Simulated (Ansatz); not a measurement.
Ansatz (a program for electronic structure) input for Fe(OH2)6 (FeH12O6), SMILES [OH2]->[Fe+3](<-[OH2])(<-[OH2])(<-[OH2])(<-[OH2])<-[OH2] (connectivity only; charge and spin as stated), charge +3, multiplicity 6, PBE/def2-SVPD. The structure is a stationary point at r2SCAN-D4/def2-SVP. The spin state was assumed, not searched. The isomer is the one that the SMILES or the coordinates give; other isomers of the formula were not compared.

Ansatz 0.2 input:
```yaml
crystal:
  periodic: [false, false, false]
  atoms:
    - {symbol: Fe, position_ang: [-0.00000000, 0.00000000, 0.00000000]}
    - {symbol: O, position_ang: [0.00000000, -0.00000000, -2.04372042]}
    - {symbol: H, position_ang: [-0.78452538, 0.00000000, -2.63307910]}
    - {symbol: H, position_ang: [0.78452538, -0.00000000, -2.63307910]}
    - {symbol: O, position_ang: [2.04372041, -0.00000000, -0.00000000]}
    - {symbol: H, position_ang: [2.63307909, 0.78452538, -0.00000000]}
    - {symbol: H, position_ang: [2.63307910, -0.78452538, -0.00000000]}
    - {symbol: O, position_ang: [0.00000000, -2.04372042, -0.00000000]}
    - {symbol: H, position_ang: [-0.00000001, -2.63307909, 0.78452538]}
    - {symbol: H, position_ang: [-0.00000001, -2.63307909, -0.78452538]}
    - {symbol: O, position_ang: [-0.00000000, 2.04372042, 0.00000000]}
    - {symbol: H, position_ang: [0.00000001, 2.63307909, -0.78452538]}
    - {symbol: H, position_ang: [0.00000001, 2.63307909, 0.78452538]}
    - {symbol: O, position_ang: [-2.04372041, 0.00000000, 0.00000000]}
    - {symbol: H, position_ang: [-2.63307909, -0.78452538, 0.00000000]}
    - {symbol: H, position_ang: [-2.63307910, 0.78452538, 0.00000000]}
    - {symbol: O, position_ang: [-0.00000000, 0.00000000, 2.04372042]}
    - {symbol: H, position_ang: [-0.78452538, 0.00000000, 2.63307910]}
    - {symbol: H, position_ang: [0.78452538, -0.00000000, 2.63307910]}
basis:
  gaussian:
    orbitals: def2-SVPD
hamiltonian:
  xc: {name: PBE}
total_charge: 3
magnetization: {spin_polarized: true, initial_magnetization: 5}
```

Output:

```
WARN ansatz: RAYON_NUM_THREADS=2 ignored (pool sized by the plan → 2); use --threads N
Functional definition: PBE
integrals: 0.34 GiB planned
2262 factors; their error is unknown
mean field: 2.38 GiB planned
mean field evaluation 1: about -46722.5733 eV, gradient 1.5e2 eV
mean field evaluation 2: about -46071.4841 eV, gradient 3.7e2 eV
mean field evaluation 4: about -46803.1710 eV, gradient 2.6e1 eV
mean field evaluation 8: about -46805.3331 eV, gradient 1.1e0 eV
mean field evaluation 16: about -46805.2676 eV, gradient 1.2e-3 eV
mean field -46805.26755209 eV, -1720.0618567894 hartree, gradient 1.9e-5 eV, S^2 8.753341; 0 other end points of the search recorded, 0 dependent functions left out
reference -46805.26763165 eV, -1720.0618597132 hartree; 44, 39 occupied and 224, 229 virtual orbitals, 2262 factors
Total energy: -46805.26763165 eV, -1720.0618597132 hartree
```

The run converged.
